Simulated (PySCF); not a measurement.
An unknown gives this computed stick spectrum. Theory: PySCF, TDDFT PBE0/def2-SVPD, vertical, gas phase, core orbitals frozen in the response. Geometries: GFN2-xTB, one conformer each.

| state | E (eV) | f |
| --- | --- | --- |
| S1 | 4.79 | 0.063 |
| S2 | 5.60 | 0.091 |
| S3 | 6.27 | 0.0002 |
| S4 | 6.38 | 0.574 |
| S5 | 6.49 | 0.0000 |
| S6 | 6.72 | 0.314 |
| S7 | 6.95 | 0.0001 |
| S8 | 7.01 | 0.0002 |

Question: Which structure fits? All have the formula C7H5NO.
A. `O=C=Nc1ccccc1` (phenyl isocyanate)
B. `N#Cc1cccc(O)c1` (meta-cyanophenol)
C. `N#Cc1ccc(O)cc1` (para-cyanophenol)

Answer: B. Its S1, at 4.79 eV, is the lowest among the candidates; the nearest of the others has S1 at 5.05 eV. S1 is HOMO→LUMO (81%), HOMO-1→LUMO+1 (10%). Löwdin shares by element: HOMO carbon 48% or more, oxygen 19% (atoms not listed hold the other 33%); LUMO carbon 48% or more, nitrogen 12% (atoms not listed hold the other 40%). At the same level the other candidates give, for their lowest levels:
- `O=C=Nc1ccccc1`: 5.18 eV (f 0.012); 5.61 eV (f 0.276); 5.64 eV (f 0.000); 6.53 eV (f 0.000); 6.60 eV (f 0.315); T1 3.84 eV; HOMO -7.01, LUMO -0.84 eV
- `N#Cc1ccc(O)cc1`: 5.05 eV (f 0.013); 5.42 eV (f 0.318); 6.17 eV (f 0.000); 6.48 eV (f 0.289); 6.64 eV (f 0.000); T1 3.65 eV; HOMO -7.21, LUMO -1.31 eV

Shape of the structure used: `[N:1]#[C:2][c:3]1[cH:4][cH:5][cH:6][c:7]([OH:8])[cH:9]1`: H–O8–C7–C6 180°.
Triplets come from the Tamm–Dancoff approximation.
